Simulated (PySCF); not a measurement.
# Reading the logs of faulty runs: BGeH3NO

These are calculations, not measurements. The program is PySCF 2.14.0, an open-source quantum chemistry code, run on an isolated molecule that a program drew, which may never have been made. The molecule is BGeH3NO (charge 0, doublet), drawn as the SMILES string `[BH][N]=[GeH][OH]`.

Each row is a Hartree-Fock (HF) and frozen-core CCSD(T) single point in the cc-pVDZ basis, meant for a local HF minimum. Run 1 is clean. Each other run has one planted mistake out of seven kinds, and not every kind appears here: one electron removed, one electron added, multiplicity raised by two, geometry at a saddle point, minimal basis STO-3G, one bond length entered in bohr, all coordinates scaled. The reference is restricted for singlets and unrestricted otherwise, and also for a bond in bohr. Adding or removing an electron swaps singlet and doublet. Electrons count all cores. HOMO and LUMO are orbital energies over both spins, the gradient is its largest component, and the lowest frequency (negative if imaginary) is given only where the gradient is small. Bond lengths are over the 6 bonds as drawn. T1 is the CCSD diagnostic: over 0.02 (restricted) or 0.045 (unrestricted) a single reference is doubtful. Germanium has the cc-pVDZ-PP basis, with a core potential (ECP10MDF) in place of its 10 inner electrons, and its 3s, 3p and 3d shells are frozen in CCSD(T).

Geometry of the clean run:
```xyz
7
BGeH3NO, angstrom
B     0.6961   -1.7907   -2.5117
N     0.2005   -0.8538   -1.8648
Ge   -0.4443    0.4174   -0.7610
O     0.6126    1.8298   -1.0136
H     1.1578   -2.6717   -3.1323
H    -1.8961    0.7640   -1.1641
H     0.4123    2.5704   -0.4589
```

| run | electrons | basis functions | <S^2> | HOMO (eV) | LUMO (eV) | gradient (hartree/bohr) | lowest frequency (cm^-1) | mean bond (Å) | longest bond (Å) | T1 | HF (hartree) | CCSD(T) (hartree) | mistake |
|---|---|---|---|---|---|---|---|---|---|---|---|---|---|
| 1 | 55 | 80 | 0.758 | -8.74 | 1.30 | 8.9e-06 | 110 | 1.4153 | 1.803 | 0.0187 | -449.13863 | -449.68493 | no fault |
| 2 | 56 | 80 | 0.000 | -0.49 | 8.63 | 1.1e-01 | - | 1.4153 | 1.803 | 0.0171 | -449.12144 | -449.69815 | one electron added |
| 3 | 55 | 80 | 3.779 | -5.03 | 0.15 | 1.8e-01 | - | 1.4153 | 1.803 | 0.0215 | -448.94863 | -449.45295 | multiplicity raised by two |
| 4 | 54 | 80 | 0.000 | -17.30 | -6.93 | 1.1e-01 | - | 1.4153 | 1.803 | 0.0235 | -448.84939 | -449.39852 | ? |

**Which mistake was planted in run 4, and what did it cost?**

It counts 54 electrons, one fewer than the clean run, at the same geometry and basis. So the mistake is: one electron removed. Subtracting run 1 and multiplying by 627.51 kcal/mol a hartree, the energy moved by 181.5 kcal/mol in HF and 179.7 kcal/mol in CCSD(T).

Cautions from the logs. Run 4: T1 is over the limit, so its CCSD(T) energy is less reliable.
